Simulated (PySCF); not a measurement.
**Distorted geometries of [Tb4O4]4+**

[Tb4O4]4+ (singlet in the valence; each metal's 4f electrons, 8 of them, lie in its core potential, out of spins and levels). PySCF 2.14.0, RKS BP86, Tb lcecp-1-SVP with ECP54, O def2-SVP; non-relativistic Hamiltonian with scalar-relativistic core potentials where named; density fitting; no spin-orbit coupling. Relaxed geometry:

```xyz
8

Tb    1.2126    1.2126    1.2126
Tb    1.2126   -1.2126   -1.2126
Tb   -1.2126    1.2126   -1.2126
Tb   -1.2126   -1.2126    1.2126
O     0.9647    0.9647   -0.9647
O     0.9647   -0.9647    0.9647
O    -0.9647    0.9647    0.9647
O    -0.9647   -0.9647   -0.9647
```

Task: Order these distorted geometries by energy above the relaxed one, lowest first.
A.
```xyz
8

Tb    1.2170    1.2646    1.2091
Tb    1.2268   -1.1943   -1.2385
Tb   -1.2430    1.1031   -1.2186
Tb   -1.2193   -1.1832    1.2247
O     0.9793    1.0009   -0.9537
O     0.9929   -0.9228    0.9710
O    -0.9165    0.8878    0.9876
O    -1.0373   -0.9560   -0.9818
```
B.
```xyz
8

Tb    1.1782    1.2329    1.3105
Tb    1.2547   -1.0563   -1.1626
Tb   -1.1846    1.2251   -1.1207
Tb   -1.1909   -1.3798    1.2145
O     0.8277    0.9343   -1.0022
O     1.0277   -0.9159    0.8948
O    -0.9823    0.8877    0.9195
O    -0.9305   -0.9279   -1.0537
```
C.
```xyz
8

Tb    1.1693    1.2056    1.2274
Tb    1.2096   -1.2224   -1.1964
Tb   -1.1918    1.2252   -1.1900
Tb   -1.2156   -1.2400    1.2049
O     0.9733    0.9583   -0.9902
O     0.9318   -0.9529    0.9636
O    -0.9516    0.9776    0.9534
O    -0.9250   -0.9513   -0.9727
```

Result: C (0.05 eV), A (0.20 eV), B (0.89 eV).

Task: Which forces (eV/Å) act in the one that lies 0.20 eV up?

Result: 
```
Tb   0.21 -0.28 -0.02
Tb  -0.11  0.34  0.75
Tb  -0.11  1.46 -0.23
Tb   0.33 -0.79  0.42
O   -0.34 -0.58 -0.33
O   -0.09 -0.33 -0.59
O   -0.67  0.93 -0.08
O    0.78 -0.74  0.09
```
Forces carry noise of the integration grid, about 0.01 to 0.03 eV/Å.

An lcecp potential fixes the number of 4f electrons, so in runs with it no electron can move into or out of that shell.
